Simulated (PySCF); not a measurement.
Calculation: PBE-D3(BJ)/def2-TZVP // PBE0-D4/def2-TZVP (PySCF 2.14.0). All species are isolated molecules in the gas phase. One relaxed conformer stands for a flexible species; it need not be the lowest. Excitations are Tamm–Dancoff values on a coarser integration grid. The basis has no diffuse functions, so Rydberg states are missing or too high.

Reference species (SMILES): `C(/B)=C\C` (neutral, multiplicity 1).

```
Quantity                  Value
----------------------  -------
S1 excitation (TDA)     4.85 eV
S1 oscillator strength    0.000
S1–T1 gap (TDA)         1.31 eV
```

Changed species: `BC(=C)C`.

Question: Predict the effect on the S1 excitation (TDA), S1 oscillator strength and S1–T1 gap (TDA).

Answer: the S1 excitation (TDA) is nearly the same; the S1 oscillator strength stays essentially unchanged; the S1–T1 gap (TDA) rises by 0.21 eV, to 1.52 eV.
